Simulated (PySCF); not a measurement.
**C2H7AlO2**

C2H7AlO2 is a small molecule, neutral, singlet. The structure, one conformer, was relaxed in the gas phase by PBE0-D3(BJ)/def2-SVP. No frequency run checks that it is a minimum.

SMILES: C[CH2][Al]([OH])[OH]

```xyz
12

O     1.993   -0.376    0.599
Al    0.849    0.734   -0.004
O     1.237    2.355   -0.361
C    -0.969    0.115   -0.301
C    -1.253   -1.334    0.094
H     2.918   -0.236    0.797
H     2.079    2.801   -0.271
H    -1.196    0.278   -1.371
H    -1.648    0.807    0.229
H    -2.298   -1.623   -0.108
H    -0.607   -2.040   -0.451
H    -1.068   -1.508    1.166
```
Atoms count from 1 in this order.

Shieldings: GIAO PBE0/pcSseg-2. Shifts are against computed references at the same level: C TMS (σ 184.1 ppm), H TMS (σ 31.24 ppm). Core levels by delta-SCF with SCAN, pcX-2 on the ionised atom and pcseg-1 elsewhere, spin-free X2C (2p3/2 is the spin-free 2p value less a third of a first-order spin-orbit splitting); from the vacuum level, for chosen atoms.

Problem. Give the shieldings and core levels atom by atom.

Solution. 
```csv
atoms,bonded to,σ (ppm),δ (ppm),core level (eV)
O1,1 Al + 1 H,293.3,-,1s 537.87
Al2,1 C + 2 O,426.8,-,2p3/2 80.19
O3,1 Al + 1 H,294.2,-,1s 537.86
C4,1 Al + 1 C + 2 H,189.2,-5.1,1s 289.78
C5,1 C + 3 H,173.4,10.8,1s 290.45
H6,1 O,30.10,1.14,-
H7,1 O,30.15,1.10,-
H8,1 C,30.89,0.36,-
H9,1 C,30.89,0.36,-
H10 H11 H12,1 C,30.15,1.10,-
```

Values are those of this one static structure, with the three H of a rotating XH3 group averaged; atoms that internal rotation interchanges would show their mean in an NMR spectrum.

Problem. By CAM-B3LYP/def2-SVPD (TDDFT singlets, Tamm-Dancoff triplets, ionisation by delta-SCF), where does absorption start, and what does vertical ionisation take?

Solution. The lowest singlet lies at 6.66 eV (f 0.088), the strongest of the first 6 at 7.73 eV (f 0.127), the lowest triplet at 6.17 eV; vertical ionisation takes 10.28 eV.

The 3 runs behind this took 2.4 min in all, one thread each of Arm Neoverse V1 on a shared host, launched as `OMP_NUM_THREADS=1 python cluster_run.py task.json out`.
